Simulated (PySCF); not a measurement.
Input of a run (PBE0-D3(BJ)/def2-SVP geometry optimisation, gas phase (PySCF 2.14.0)), started from a GFN2-xTB structure with every atom displaced at random (by about 0.01 Å):
```
{"job": {"xc": "PBE0", "basis": "def2-SVP", "d3": "d3bj", "grid": 1, "shake": 0.01, "kind": "geom"}, "charge": 0, "multiplicity": 1}
C     -3.146860     0.250090    -0.021450
C     -2.250690    -0.330320    -1.083930
N     -0.881670    -0.108500    -0.765420
C     -0.057310    -0.748750     0.132320
C      1.138560    -0.123390     0.042940
C      2.375870    -0.395080     0.787170
C      3.550090     0.469600     0.403520
O      2.450520    -1.268190     1.621440
N      1.021430     0.870460    -0.856580
N     -0.160530     0.860550    -1.334170
H     -2.995230     1.340810     0.074780
H     -2.995350    -0.190660     0.948910
H     -4.231240     0.130370    -0.323560
H     -2.435710    -1.398860    -1.165990
H     -2.421110     0.141110    -2.048420
H     -0.426560    -1.556580     0.742080
H      4.390500     0.293880     1.053330
H      3.234290     1.522030     0.454990
H      3.810280     0.248500    -0.626040
```

Output (energies in Eh, forces in Eh/bohr):
```
step   0  E = -472.63200265  max force = 0.056901
step   1  E = -472.63860399  max force = 0.009268
step   2  E = -472.63892017  max force = 0.005836
step   3  E = -472.63910313  max force = 0.003357
step   4  E = -472.63918061  max force = 0.001327
step   5  E = -472.63922391  max force = 0.001430
step   6  E = -472.63926191  max force = 0.000669
step   7  E = -472.63930299  max force = 0.001011
step   8  E = -472.63931020  max force = 0.000460
step   9  E = -472.63931407  max force = 0.000323
optimisation converged
```

Task: Summarise the run.

Result: The energy falls by 4.6 kcal/mol over 10 energy and gradient evaluations, the largest force component goes from 0.0569 to 3.2e-04 Eh/bohr, and the atoms move by 0.063 Å rms after alignment. Among the bonds, N3–C4 and C1–H13 change most and about equally (-0.033 to -0.032 Å). Bonds longer at the end by more than 0.005 Å: 13 of 19; shorter: 4. Among the angles that change most is C4–N3–N10, from 107.0° to 110.9°. The energy never rose by more than 1e-6 Eh on the way. The first step brought 90 % of the lowering.

Task: What are the final bond lengths?

Result: C1–C2 1.517 Å, C2–N3 1.449 Å, N3–C4 1.344 Å, C4–C5 1.384 Å, C5–C6 1.478 Å, C6–C7 1.502 Å, C6=O8 1.212 Å, C5–N9 1.359 Å, N9–N10 1.285 Å, N3–N10 1.341 Å, C1–H11 1.100 Å, C1–H12 1.100 Å, C1–H13 1.099 Å, C2–H14 1.100 Å, C2–H15 1.098 Å, C4–H16 1.086 Å, C7–H17 1.096 Å, C7–H18 1.100 Å, C7–H19 1.101 Å. Numbering counts from 1 in the input's order; the species is `CCN1C=C(C(C)=O)N=N1`.

The run used 185 basis functions and 72 SCF cycles in all.

Stationary, but not proved a minimum. The numbers are those of one conformer.

The values belong to the conformer `[CH3:1][CH2:2][n:3]1[cH:4][c:5]([C:6]([CH3:7])=[O:8])[n:9][n:10]1`: C1–C2–N3–C4 80°, C4–C5–C6–C7 178°.
